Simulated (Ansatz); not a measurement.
Reaction (substitution at a C–C bond): `CC#CCCC` + `[OH][SbH][SiH3]` → `CC[O][SbH][SiH3]` + `CC#CC`

Program: Ansatz. Geometries: PBE0-D4/def2-TZVP. ΔE: electronic, gas phase. CCSD(T)/CBS is the MP2 limit (def2-TZVPP, def2-QZVPP) plus CCSD(T) − MP2 in def2-TZVPP, frozen cores. Functionals use def2-TZVPP. B3LYP here is the variant with VWN-RPA as its local correlation; programs differ in this. def2 core potentials past Kr. For Sb outer-core shells are correlated without core-valence functions, which leaves a few kJ/mol of doubt a bond. One conformer a species, not always the lowest.

```tsv
level	ΔE (kJ/mol)	difference from CCSD(T)/CBS
r2SCAN-D4	36.1	-4.9
B2PLYP	35.2	-5.8
PBE	35.3	-5.7
r2SCAN	35.9	-5.1
B3LYP	31.7	-9.3
HF/def2-TZVPP	31.5	-9.5
MP2/def2-TZVPP	43.6	2.6
SCS-MP2/def2-TZVPP	39.9	-1.1
CCSD/def2-TZVPP	39.0	-2.0
CCSD(T)/def2-TZVPP	39.0	-2.0
CCSD(T)/CBS	41.0	0
```

Largest T1 diagnostic among the species: 0.014.

From PBE to PBE0 (25 % exact exchange), in def2-TZVPP and without D4, ΔE moves by +3.0 kJ/mol. In def2-TZVPP, CCSD(T) changes the Hartree–Fock value by +7.5 kJ/mol (the triples alone add −0.0 kJ/mol) and MP2 by +12.1 kJ/mol.
